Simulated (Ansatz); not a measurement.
Process, species as SMILES: C[Si](C)(Cl)Cl [dichloro(dimethyl)silane] -> C[Si](C)Cl + Cl atom (the Cl-Si bond at the site shown breaks; other sites are not compared here)
Each molecule is optimised on its own at B3LYP-D3(BJ)/def2-TZVP (Ansatz, an electronic-structure program). Frequencies are from Ansatz.
Geometry of the first species:
```
Si
C 1 1.8548
H 2 1.0902 1 110.69
H 2 1.0918 3 108.46 1 121.08
H 2 1.0918 3 108.46 4 117.85
C 1 1.8548 2 114.29 3 -180.00
H 6 1.0902 1 110.69 2 180.00
H 6 1.0918 7 108.46 1 -121.08
H 6 1.0918 7 108.46 8 -117.85
Cl 1 2.0697 2 108.64 3 58.51
Cl 1 2.0697 2 108.64 3 -58.51
```

Quantity: bond dissociation energy (0 K, with B3LYP-D3(BJ) harmonic zero-point energies), in kcal/mol. Valence correlation only, unless marked. Open shells are spin-unrestricted. Spin-orbit coupling is left out. Non-relativistic. CBS(X,Y): correlation extrapolated as X^-3; Hartree-Fock from the larger set. [CCSD(T)-MP2]/basis is that difference in the basis named.

```tsv
level	program	bond dissociation energy (kcal/mol)
HF/6-31G*	Ansatz	83.8
```

### Question
Predict the RI-MP2/CBS(cc-pV(T+d)Z,cc-pV(Q+d)Z)+[CCSD(T)-MP2]/cc-pV(T+d)Z result (Ansatz).

### Answer
116.3 kcal/mol, so HF/6-31G* differs from it by -32.5 kcal/mol.
